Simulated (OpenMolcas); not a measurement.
Pb2+: terms and fine structure

```yaml
Program: OpenMolcas 26.06
Method: CASSCF
Basis: ANO-RCC-VQZP [9s8p6d4f3g]
Scalar_Hamiltonian: DKH2, point nucleus
Active_space: 2 electrons in 4 orbitals (6s 6p)
State_averaging: 2S+1 = 3 even, 3 roots; 2S+1 = 1 even, 7 roots; 2S+1 = 3 odd, 3 roots; 2S+1 = 1 odd, 3 roots
Spin-orbit_coupling: RASSI with atomic mean-field integrals over the reference wave functions, term energies averaged over their components
```

Spin-free terms above the lowest, with the occupations of the reference:

| Configuration | Term | E (cm-1) | Occupations |
| --- | --- | --- | --- |
| 6s2 | 1S | 0.0 | 6s 1.95 6p 0.05 |
| 6s 6p | 3P* | 65342 | 6s 1.00 6p 1.00 |
| 6s 6p | 1P* | 95788 | 6s 1.00 6p 1.00 |
| 6p2 | 3P | 155244 | 6p 2.00 |
| 6p2 | 1D | 164483 | 6p 2.00 |
| 6p2 | 1S | 182501 | 6s 0.05 6p 1.95 |

With spin-orbit coupling, above the lowest level:

| Configuration | Term | J | E (cm-1) | Measured (cm-1) | g | Term weight % | Second |
| --- | --- | --- | --- | --- | --- | --- | --- |
| 6s2 | 1S | 0 | 0.0 | 0.0 |  | 100 |  |
| 6s 6p | 3P* | 0 | 55551 | 60397 |  | 100 |  |
| 6s 6p | 3P* | 1 | 59470 | 64391 | 1.488 | 97 | 3 1P* |
| 6s 6p | 3P* | 2 | 70281 |  | 1.501 | 100 |  |
| 6s 6p | 1P* | 1 | 96807 | 95340 | 1.013 | 97 | 3 3P* |
| 6p2 | 3P | 0 | 141813 | 142551 |  | 91 | 9 1S |
| 6p2 | 3P | 1 | 150624 | 155432 | 1.501 | 100 |  |
| 6p2 | 3P | 2 | 155219 | 164818 | 1.333 | 66 | 34 1D |
| 6p2 | 1D | 2 | 169214 | 178432 | 1.168 | 66 | 34 3P |
| 6p2 | 1S | 0 | 186720 | 188615 |  | 91 | 9 3P |

Against the 8 measured excited levels shown (Moore, Atomic Energy Levels, vol. III, NSRDS-NBS 35 (1971 reprint of NBS Circular 467, 1958)) the mean absolute deviation is 4700 cm-1; the largest miss in energy is 6p2 3P2 [66 %]: computed 155219, measured 164818 cm-1 (-5.8 %), and the largest in proportion 6s 6p 3P* 0 (-8.0 %).

Spin-orbit coupling puts the lowest level 28.7 cm-1 below the lowest spin-free term.

The ¹D term of p² mixes with s d, which this space lacks. Spin-orbit splittings of 6p shells tend to come out small when the coupling is added on scalar orbitals. Computed and measured levels are paired by configuration, term and J; levels that our copy of the source lacks, or whose pairing is in doubt (as where it misses far off the trend of its configuration), stay unpaired and out of the deviations. Levels of configurations outside the active space are missing.

The term weight is that of the spin-free term in the level, not the purity of its configuration. A share in square brackets marks a mixed level and gives the weight of the term that names it. * marks odd parity.
